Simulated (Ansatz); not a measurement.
Isolated molecules relaxed with PBE0-D4/def2-TZVP in Ansatz; ΔE leaves out vibrations. CBS: MP2 limit from def2 TZ/QZ plus the TZ coupled-cluster correction, frozen cores. This one scheme is used for every species. DFT in def2-TZVPP. B3LYP here is the variant with VWN-RPA as its local correlation; programs differ in this. For Sc outer-core shells are correlated without core-valence functions, which leaves a few kJ/mol of doubt a bond. Scalar relativity is left out up to krypton. One conformer a species, not always the lowest.

Reaction (formal hydrolysis of the Sc–F bond): `[F][Sc]([F])[F]` + H₂O → `[OH][Sc]([F])[F]` + H–F

```json
{"level": "r2SCAN0-D4", "ΔE (kJ/mol)": "52.5", "difference from CCSD(T)/CBS": "7.7"}
{"level": "ωB97X-V", "ΔE (kJ/mol)": "54.6", "difference from CCSD(T)/CBS": "9.8"}
{"level": "ωB97M-V", "ΔE (kJ/mol)": "52.3", "difference from CCSD(T)/CBS": "7.5"}
{"level": "PBE-QIDH", "ΔE (kJ/mol)": "49.5", "difference from CCSD(T)/CBS": "4.7"}
{"level": "BLYP", "ΔE (kJ/mol)": "57.2", "difference from CCSD(T)/CBS": "12.4"}
{"level": "B3LYP", "ΔE (kJ/mol)": "54.2", "difference from CCSD(T)/CBS": "9.4"}
{"level": "r2SCANh", "ΔE (kJ/mol)": "54.9", "difference from CCSD(T)/CBS": "10.1"}
{"level": "CAM-B3LYP", "ΔE (kJ/mol)": "53.3", "difference from CCSD(T)/CBS": "8.5"}
{"level": "LC-ωPBE", "ΔE (kJ/mol)": "56.6", "difference from CCSD(T)/CBS": "11.8"}
{"level": "RPA@PBE/def2-TZVPP", "ΔE (kJ/mol)": "47.9", "difference from CCSD(T)/CBS": "3.1"}
{"level": "HF/def2-SVP", "ΔE (kJ/mol)": "52.2", "difference from CCSD(T)/CBS": "7.4"}
{"level": "CCSD/def2-SVP", "ΔE (kJ/mol)": "50.4", "difference from CCSD(T)/CBS": "5.6"}
{"level": "HF/def2-TZVPP", "ΔE (kJ/mol)": "52.2", "difference from CCSD(T)/CBS": "7.4"}
{"level": "SCS-MP2/def2-TZVPP", "ΔE (kJ/mol)": "46.5", "difference from CCSD(T)/CBS": "1.7"}
{"level": "HF/def2-QZVPP", "ΔE (kJ/mol)": "54.3", "difference from CCSD(T)/CBS": "9.5"}
{"level": "MP2/CBS(def2)", "ΔE (kJ/mol)": "42.4", "difference from CCSD(T)/CBS": "-2.4"}
{"level": "CCSD(T)/CBS", "ΔE (kJ/mol)": "44.8", "difference from CCSD(T)/CBS": "0"}
```

(1) What do rigid-rotor, harmonic-oscillator terms from PBE0-D4/def2-TZVP frequencies (298.15 K, 1 bar) make of the CCSD(T)/CBS value? (Best estimate.)

Largest T1 diagnostic among the species: 0.017.

Answers

(1) The calculation gave: ΔZPE = -3.9 kJ/mol, ΔH = +41.9 kJ/mol, ΔS = 7 J/(mol·K), ΔG = +40.0 kJ/mol.

From PBE to PBE0 (25 % exact exchange), in def2-TZVPP and without D4, ΔE moves by −3.2 kJ/mol. Leaving LDA and LC-ωPBE aside and taking each functional with its dispersion term where it has one, the values, not all of them listed here, spread over 8.5 kJ/mol, from PBE-QIDH to B97M-V. LDA lies −7.5 kJ/mol from PBE without D4.
